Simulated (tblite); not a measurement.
Parent: `[CH:1]#[C:2][SiH2:3][CH2:4][SiH2:5][F:6]` with C2–Si3–C4–Si5 -64°, Si3–C4–Si5–F6 -56°, C3H7FSi2.

Structures optimised with GFN2-xTB, isolated species. One conformer each, not checked by frequencies here.

```tsv
coordinate of the parent	value
C1≡C2	1.202 Å
C2–Si3	1.852 Å
Si3–C4	1.908 Å
C4–Si5	1.890 Å
Si5–F6	1.614 Å
C1–C2–Si3	179.5°
C2–Si3–C4	107.8°
Si3–C4–Si5	115.1°
C4–Si5–F6	107.2°
```

Question: How does the shared frame change in `[CH:1]#[C:2][SiH2:3][CH2:4][Si@@H:5]([F:6])[CH:7]([F:8])[F:9]` with C2–Si3–C4–Si5 -61°, Si3–C4–Si5–F6 -176°, C4–Si5–C7–F8 -24°, C4H7F3Si2? Atoms pair as C1 = C1, C2 = C2, Si3 = Si3, C4 = C4, Si5 = Si5, F6 = F6 (parent first).

Answer: 
```
    parent    relative  value in the relative  change
     C1≡C2       C1≡C2                1.203 Å  +0.001
    C2–Si3      C2–Si3                1.851 Å  -0.001
    Si3–C4      Si3–C4                1.920 Å  +0.012
    C4–Si5      C4–Si5                1.878 Å  -0.012
    Si5–F6      Si5–F6                1.621 Å  +0.007
 C1–C2–Si3   C1–C2–Si3                 179.7°    +0.2
 C2–Si3–C4   C2–Si3–C4                 106.1°    -1.7
Si3–C4–Si5  Si3–C4–Si5                 114.8°    -0.3
 C4–Si5–F6   C4–Si5–F6                 111.3°    +4.1
```

Of the parent's bonds, Si3–C4 and C4–Si5 change most and about equally (-0.012 to +0.012 Å). Bonds of the relative outside the shared frame: Si5–C7 1.936, C7–F8 1.365, C7–F9 1.364 Å. Point group C1 → C1.

Question: How does the shared frame change in `[CH:1]#[C:2][SiH2:3][CH2:4][Si@@H:5]([F:6])[NH:7][CH3:8]` with C2–Si3–C4–Si5 -54°, Si3–C4–Si5–F6 78°, C4–Si5–N7–C8 -170°, C4H10FNSi2? Atoms pair as C1 = C1, C2 = C2, Si3 = Si3, C4 = C4, Si5 = Si5, F6 = F6 (parent first).

Answer: 
```csv
parent,relative,value in the relative,change
C1≡C2,C1≡C2,1.202 Å,0.000
C2–Si3,C2–Si3,1.847 Å,-0.005
Si3–C4,Si3–C4,1.899 Å,-0.009
C4–Si5,C4–Si5,1.887 Å,-0.003
Si5–F6,Si5–F6,1.615 Å,+0.001
C1–C2–Si3,C1–C2–Si3,179.3°,-0.2
C2–Si3–C4,C2–Si3–C4,109.6°,+1.8
Si3–C4–Si5,Si3–C4–Si5,114.3°,-0.8
C4–Si5–F6,C4–Si5–F6,109.8°,+2.6
```

Of the parent's bonds, Si3–C4 changes most (-0.009 Å). Bonds of the relative outside the shared frame: Si5–N7 1.714, N7–C8 1.445 Å. Point group C1 → C1.

The numbers are calculated, not measured.
